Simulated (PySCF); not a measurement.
Mo(O)2(F)(NH2) (FH2MoNO2), SMILES [F][Mo]([NH2])(=[O])=[O], multiplicity 1. Heavy atoms are numbered as in [Mo:1](=[O:2])(=[O:3])([F:4])[NH2:5]. Hydrogens are named by the atom that carries them.

Geometry: B3LYP-D3(BJ)/def2-SVP. The multiplicity is an assumed one; no other spin state was optimised. The structure was generated by enumeration; whether it is a known compound was not checked. The def2 effective core potentials stand for the cores of Mo; spin–orbit coupling is left out. The values are those of a single conformer.

These are HF/def2-TZVP (PySCF) values and carry that method's errors.

Atomic charges (e), one atom of each kind:

```csv
atom,Mulliken,Löwdin
Mo1,2.28,(withheld)
O2,-0.69,(withheld)
F4,-0.59,(withheld)
N5 (NH2),-0.91,-0.41
H on N5,0.30,0.17
```

Task: Some entries are withheld; supply them. (An estimate is asked for; the answer gives what the named calculation found.)

Result: 
- Mo1, Löwdin: 1.22
- O2, Löwdin: -0.39
- F4, Löwdin: -0.36
